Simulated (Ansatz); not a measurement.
Consider the redistribution: `[NH2][Al]([NH2])[Br]` + `N=C(O)[SiH3]` → `N=[C](O)[Al]([NH2])[NH2]` + `[SiH3]Br`.

Computed with Ansatz on PBE0-D4/def2-TZVP structures; ΔE is electronic, products minus reactants. CCSD(T)/CBS is the MP2 limit (def2-TZVPP, def2-QZVPP) plus CCSD(T) − MP2 in def2-TZVPP, frozen cores. DFT in def2-TZVPP. HSE06 is defined as in plane-wave codes. For Br outer-core shells are correlated without core-valence functions, which leaves a few kJ/mol of doubt a bond. Scalar relativity is left out up to krypton. Each species was taken in one conformer, which may not be the lowest.

```tsv
level	ΔE (eV)
PBE	0.72
r2SCANh	0.80
HSE06	0.77
LC-ωPBE	0.81
HF/def2-SVP	0.87
CCSD(T)/def2-TZVPP	0.78
SCS-MP2/def2-QZVPP	0.78
MP2/CBS(def2)	0.79
```

(1) What does CCSD(T)/CBS give? (An estimate is asked.)

(2) What do rigid-rotor, harmonic-oscillator terms from PBE0-D4/def2-TZVP frequencies (298.15 K, 1 bar) make of the CCSD(T)/CBS value? (Estimate.)

Largest T1 diagnostic among the species: 0.014.

Results:

(1) Ansatz gave: +0.77 eV. The listed levels differ from it by -0.05, 0.03, 0.00, 0.04, 0.10, 0.01, 0.01, 0.02 eV.

(2) Computed: ΔZPE = -0.03 eV, ΔH = +0.75 eV, ΔS = 0 J/(mol·K), ΔG = +0.75 eV. Modes under 50 cm⁻¹ make the entropy rough.

At CCSD(T), def2-SVP lies +0.05 eV from the extrapolated value and def2-TZVPP +0.01 eV. From PBE to PBE0 (25 % exact exchange), in def2-TZVPP and without D4, ΔE moves by +0.05 eV.
